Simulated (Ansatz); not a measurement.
```xyz
8

F    -1.0757    1.4063   -1.6253
B    -0.5174    1.2839   -0.4329
F    -0.4312    2.3344    0.3656
Br    1.4137    0.3587   -0.6268
B     0.5173   -1.2839    0.4331
F     1.0754   -1.4031    1.6259
F     0.4329   -2.3361   -0.3634
Br   -1.4148   -0.3602    0.6239
```

The species carries charge 0 and has multiplicity 1.

**Question.** List the PBE/def2-TZVPP orbital energies in eV (the Gaussian-basis code of Ansatz). (An estimate is asked.)

**Answer.** The calculation gave: Occupied: -13090.24, -13090.24, -1683.36, -1683.36, -1517.71, -1517.71, -1517.70, -1517.70, -1517.65, -1517.65, -660.84, -660.84, -660.84, -660.84, -230.14, -230.14, -181.38, -181.37, -172.24, -172.24, -172.21, -172.21, -172.05, -172.05, -68.95, -68.95, -68.95, -68.95, -68.83, -68.83, -68.81, -68.81, -68.77, -68.77, -31.34, -31.33, -30.64, -30.64, -21.24, -20.33, -14.72, -14.42, -13.49, -13.39, -12.96, -12.77, -12.52, -12.13, -10.86, -10.75, -10.52, -10.36, -10.31, -9.60, -8.80, -8.40, -8.36, -8.00. Lowest empty: -2.41, -0.46, -0.06, 0.27, 0.55, 1.52, 1.64, 1.97.
